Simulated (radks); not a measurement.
Isoelectronic series with 9 electrons, each ion in its NIST ground configuration. Calculated with a radial shooting solver on a logarithmic mesh with Libxc functionals: Dirac Kohn-Sham, PBE, spin-unpolarised, spherical densities, finite nucleus; open shells fill j = l - 1/2 first; Fermi nuclear charge, rms radius of each element as measured or else 0.836 A^(1/3) + 0.57 fm. Total energies (hartree) and orbital eigenvalues (eV):

\begin{tabular}{lrrrrrr}
ion & configuration & E (hartree) & 2p3/2 & 2p1/2 & 2s1/2 & 1s1/2 \\ \hline
F & [He] 2s2 2p5 & -99.74514 & -11.0861 & -11.1497 & -29.8951 & -663.3393 \\
Si5+ & [He] 2s2 2p5 & -279.89057 & -187.7775 & -188.4956 & -230.5411 & -1891.555 \\
K10+ & [He] 2s2 2p5 & -555.10923 & -537.0348 & -540.2172 & -606.1842 & -3812.555 \\
Cr15+ & [He] 2s2 2p5 & -926.36860 & -1057.125 & -1066.531 & -1156.892 & -6431.886 \\
Cu20+ & [He] 2s2 2p5 & -1395.11727 & -1748.121 & -1770.241 & -1885.596 & -9760.403 \\
Se25+ & [He] 2s2 2p5 & -1963.24140 & -2610.489 & -2655.400 & -2796.507 & -13812.65 \\
Ru35+ & [He] 2s2 2p5 & -3407.56075 & -4852.324 & -4992.324 & -5187.947 & -24165.71 \\
\end{tabular}
